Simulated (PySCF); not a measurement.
**Computed data sheet: `C1(=O)[C@H]2C[C@H]3C[C@@H]1C[C@H](C3)C2`**

Species: C10H14O.
Cartesian coordinates in Å at the PBE0-D3(BJ)/def2-SVP level; atoms count from 1:
```
atom  x, y, z in Å
O1    -0.4032   -1.7163    2.4417
C2    -0.2377   -1.0367    1.4583
C3     1.0172   -0.2252    1.1933
C4     1.6248   -0.6881   -0.1412
C5     0.6077   -0.4983   -1.2702
C6     0.2175    0.9798   -1.3665
C7    -0.4003    1.4390   -0.0422
C8    -1.6477    0.6032    0.2584
C9    -1.2676   -0.8841    0.3537
C10   -0.6378   -1.3383   -0.9734
C11    0.6160    1.2556    1.0887
H12    1.7118   -0.3932    2.0292
H13    2.5396   -0.1054   -0.3459
H14    1.9275   -1.7462   -0.0729
H15    1.0534   -0.8278   -2.2232
H16   -0.5008    1.1289   -2.1904
H17    1.1052    1.5912   -1.6014
H18   -0.6810    2.5027   -0.1123
H19   -2.4006    0.7359   -0.5369
H20   -2.1137    0.9355    1.2008
H21   -2.1379   -1.5029    0.6167
H22   -0.3767   -2.4082   -0.9233
H23   -1.3781   -1.2267   -1.7838
H24    1.5163    1.8645    0.8994
H25    0.1908    1.6001    2.0460
```

Structural features include: ketone.

From PBE0-D3(BJ)/def2-SVP geometry optimisation, gas phase (PySCF):

```
Point group                  : C2v
Rotational constants A, B, C : 1.701, 1.231, 1.228 GHz
```

wB97X-D/def2-SVPD ground state and vertical TDDFT (core frozen in the response) (PySCF):

```
Dipole moment                                                     : 3.61 D
HOMO energy                                                       : -8.69 eV
LUMO energy                                                       : 1.56 eV
HOMO–LUMO gap                                                     : 10.25 eV
Lowest singlet excitation                                         : 4.33 eV (286 nm, f = 0.000)
Strongest line among the 10 lowest singlet transitions            : S5 at 7.61 eV (163 nm, f = 0.072)
Lowest triplet excitation (Tamm–Dancoff)                          : 3.82 eV
Static isotropic polarisability                                   : 106.0 au
Electronic spatial extent ⟨r²⟩ about the centre of nuclear charge : 1328 bohr²
```

From KT2/pcSseg-1 ground state and GIAO shieldings, non-relativistic (PySCF):

```
13C chemical shifts (computed TMS as zero) by class         : 203.2 (C2), 51.9 (C3/C9), 44.9 (C4/C8/C10/C11), 41.9 (C6), 33.4 (C5/C7) ppm
1H chemical shifts (computed TMS as zero) by class          : 2.20 (H12/H21), 2.20 (H13/H19/H23/H24), 2.14 (H14/H20/H22/H25), 2.01 (H16/H17), 1.77 (H15/H18) ppm
Isotropic shieldings of nuclei other than C and H, by class : -266 (O1) ppm
```

From B3LYP/pcJ-1 indirect spin-spin coupling, non-relativistic, gas phase; spin–dipole term left out (PySCF):

```
Largest of the computed one-bond spin–spin couplings (means over like bonds) : 13C–1H +144.1 (C3–H12 and 1 like it), 13C–1H +137.7 (C5–H15 and 1 like it), 13C–1H +135.5 (C4–H14 and 3 like it), 13C–1H +135.3 (C4–H13 and 3 like it), 13C–1H +133.2 (C6–H16 and 1 like it) Hz
```

Monoisotopic mass (most abundant isotopes): 150.1045 u.

With B = h/(8π²I), that is 505.379 GHz u Å² over I, the principal moments of inertia are 297.1, 410.5 and 411.4 u Å² (most abundant isotopes); the inertial defect Ic − Ia − Ib is -296.2 u Å² (zero for a rigid planar frame, negative otherwise). The 10 singlets span 4.33 to 8.40 eV, and their oscillator strengths add up to 0.22. The rotational constants make it an asymmetric top with κ = (2B − A − C)/(A − C) = -0.99, nearer the prolate limit (−1). No computed singlet falls in the visible range (750 to 380 nm, 1.65 to 3.26 eV); S1 lies 1.07 eV above its blue end. The vertical singlet–triplet gap S1 − T1 is 0.51 eV (TDDFT singlet less Tamm–Dancoff triplet; S1: HOMO→LUMO, weight 0.95; T1: HOMO→LUMO, weight 0.94). The polarisability is 15.71 Å³ as a volume (1 au = 0.148185 Å³), or 1.29 au for each of the 82 electrons.

For the geometry optimisation (PBE0-D3(BJ)/def2-SVP), hardware: 2 threads of an AMD EPYC 9R45, shared host. Cost: 73 s wall, 3.3 min CPU, 1.3 GiB resident at most.
